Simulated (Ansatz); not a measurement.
The same path of H₅NOSeSi (9 atoms, charge 0, multiplicity 1) was run twice with different band settings. The coordinate that changes most is the dihedral H5–N1–Si2–Se4.

Theory: RKS PBE/def2-SVP in Ansatz.

Relaxed end points:

```xyz
9
Properties=species:S:1:pos:R:3
N -0.560 1.321 0.557
Si 0.229 0.179 -0.468
O 1.698 -0.125 0.285
Se -0.771 -1.882 -0.911
H -0.631 1.134 1.560
H -1.390 1.807 0.211
H 0.296 0.781 -1.841
H 2.039 -1.010 0.062
H -0.821 -2.252 0.528
```

```xyz
9
Properties=species:S:1:pos:R:3
N -0.577 0.999 0.776
Si 0.257 0.070 -0.410
O 1.666 -0.395 0.378
Se -1.163 -1.608 -1.098
H -0.081 1.704 1.326
H -1.567 1.216 0.659
H 0.638 0.702 -1.728
H 2.361 -0.720 -0.222
H -1.446 -2.015 0.303
```

Common settings: climbing image yes; spring 5.0 eV/Å²; optimiser quadratic models (default); start path IDPP; force threshold 0.05 eV/Å; iteration limit 60; end points relaxed.

| run | movable images |
| --- | --- |
| 1 | 7 |
| 2 | 2 |

Q: What does each run give, and how far can it be trusted?

A: Run 1: converged after 19 iterations, highest image 0.035 eV above the first end. A vibrational analysis at the climbing image gives one clearly imaginary mode, 139i cm⁻¹: a first-order saddle point.
Run 2: converged after 12 iterations, highest image 0.035 eV above the first end. Another band between the same ends (7 images) ends at a top of the same energy, where a vibrational analysis finds 1 clearly imaginary mode. So few images can step over the top or miss a turn of the path.
